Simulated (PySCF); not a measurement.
Job file and geometry (Å, from GFN2-xTB) of an NMR shielding run on `C1C(NB)C1`, C$_{3}$H$_{8}$BN, PySCF 2.14.0, density-fitted response routines, GIAO PBE0/pcSseg-1 NMR shielding, non-relativistic, gas phase; density fitting, a coarse starting grid and PySCF grid level 2 are the driver's defaults:

```
$ OMP_NUM_THREADS=1 python probes_run.py task.json out

{"job": {"kind": "nmr", "xc": "PBE0", "basis": "pcSseg-1"}, "charge": 0, "multiplicity": 1}
B      2.290677     0.111219     0.087731
N      0.987519     0.123589    -0.361388
C     -0.193337    -0.088431     0.404802
C     -1.448985     0.668915     0.079946
C     -1.366980    -0.805197    -0.199398
H      3.149530     0.310871    -0.683170
H      2.501746    -0.095377     1.221474
H      0.776409     0.297196    -1.334571
H      0.031517    -0.272383     1.446951
H     -2.073862     1.007088     0.891583
H     -1.429551     1.344148    -0.762492
H     -1.935502    -1.480602     0.420527
H     -1.293571    -1.120550    -1.229723
```

Q: Write the output of this run.

A: 
```
coarse grid: 10368 points
cycle   1  E = -198.3955962439  dE =  6.052e-01  |g| = 3.410e-01  |ddm| = 3.014e+00
cycle   2  E = -198.4032887651  dE = -7.693e-03  |g| = 3.215e-01  |ddm| = 5.650e-01
cycle   3  E = -198.4281486268  dE = -2.486e-02  |g| = 5.288e-02  |ddm| = 2.642e-01
cycle   4  E = -198.4287075326  dE = -5.589e-04  |g| = 2.236e-02  |ddm| = 5.489e-02
cycle   5  E = -198.4288157836  dE = -1.083e-04  |g| = 6.553e-03  |ddm| = 1.773e-02
cycle   6  E = -198.4288249660  dE = -9.182e-06  |g| = 1.327e-03  |ddm| = 5.879e-03
final grid: 98800 points
cycle   7  E = -198.4564400015  dE = -3.742e-05  |g| = 7.216e-03  |ddm| = 2.931e-02
cycle   8  E = -198.4564351804  dE =  4.821e-06  |g| = 8.608e-03  |ddm| = 1.282e-02
cycle   9  E = -198.4564533428  dE = -1.816e-05  |g| = 9.324e-04  |ddm| = 6.985e-03
cycle  10  E = -198.4564535504  dE = -2.076e-07  |g| = 2.728e-04  |ddm| = 8.546e-04
cycle  11  E = -198.4564535645  dE = -1.412e-08  |g| = 8.154e-05  |ddm| = 2.204e-04
cycle  12  E = -198.4564535661  dE = -1.659e-09  |g| = 9.825e-06  |ddm| = 7.737e-05
cycle  13  E = -198.4564535662  dE = -2.098e-11  |g| = 1.502e-06  |ddm| = 9.868e-06
converged SCF energy = -198.4564535662

GIAO shielding tensors (ppm)
atom      isotropic    diamagn.    paramagn.     s11        s22        s33       span
  0 B       65.604     196.366    -130.762     28.639     47.069    121.105     92.466
  1 N      106.151     319.114    -212.963     -0.804    142.086    177.170    177.975
  2 C      150.662     244.242     -93.580    113.375    127.632    210.980     97.606
  3 C      177.171     252.387     -75.216    145.527    174.379    211.607     66.080
  4 C      177.179     252.379     -75.200    145.563    174.388    211.587     66.023
  5 H       27.162      29.977      -2.815     24.915     27.145     29.426      4.511
  6 H       26.850      31.150      -4.300     23.829     27.215     29.505      5.676
  7 H       27.738      32.733      -4.995     22.082     29.395     31.735      9.653
  8 H       28.884      31.465      -2.580     23.083     27.830     35.741     12.658
  9 H       30.981      30.464       0.517     25.341     26.931     40.670     15.329
 10 H       31.421      31.260       0.161     26.147     28.877     39.239     13.091
 11 H       30.981      30.457       0.525     25.341     26.928     40.676     15.335
 12 H       31.410      31.246       0.164     26.137     28.865     39.227     13.090
```

Size and cost of the density-fitted run: 125 basis functions, 7.1 s wall time on 1 thread of an AMD EPYC 9R14, shared host; peak memory 0.56 GiB.
